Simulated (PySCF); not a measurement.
Frontier levels across methods

Compound: C5H4O3.
Z-matrix (Å and degrees, PBE0-D3(BJ)/def2-SVP geometry), rows numbered from 1:
```
O 
C   1  1.2057
O   2  1.3413  1  122.83
C   2  1.4675  1  124.90  3   179.90
C   4  1.4344  2  129.57  1  -179.16
C   5  1.3592  4  105.53  2   179.86
O   6  1.3555  5  110.39  4     0.05
C   7  1.3360  6  107.90  5    -0.05
H   3  0.9692  2  106.15  1    -0.09
H   5  1.0867  4  126.88  2    -0.18
H   6  1.0866  5  133.57  4  -179.87
H   8  1.0868  4  132.17  2     0.06
```

Basis pcSseg-1 throughout (PySCF), one geometry. One conformer (not necessarily the lowest) at the PBE0-D3(BJ)/def2-SVP geometry, without solvent, vibrations or thermal averaging.

Q: How do the orbital energies, the gap and the dipole change with the method?

A: 
```
   method                    kind  HOMO (eV)  LUMO (eV)  gap (eV)  μ (D)  SCF cycles
      LDA                     LDA      -6.38      -2.16      4.22   1.92          17
    B97-2           global hybrid      -6.96      -1.03      5.93   1.96          15
     PBE0           global hybrid      -7.21      -0.97      6.24   1.95          15
BHandHLYP           global hybrid      -8.08       0.10      8.19   2.02          14
CAM-B3LYP  range-separated hybrid      -8.48       0.19      8.67   1.94          14
  wB97X-D  range-separated hybrid      -9.04       0.81      9.85   1.96          15
       HF            Hartree–Fock      -9.28       2.88     12.16   2.10          12
```

The HOMO spans 2.90 eV, from LDA down to HF, and the gap runs from 4.22 eV (LDA) to 12.16 eV (HF). Over the methods LDA (0 %), B97-2 (21 %), PBE0 (25 %), BHandHLYP (50 %), HF (100 %), a straight line through the gap against the share of exact exchange rises by 0.79 eV for each 10 % (correlation coefficient 1.000). The dipole ranges from 1.92 D (LDA) to 2.10 D (HF). This basis has no diffuse functions.

The vertical ΔSCF ionisation energy at wB97X-D/def2-SVPD is 9.30 eV; −ε(HOMO) comes closest to it with HF (9.28 eV).
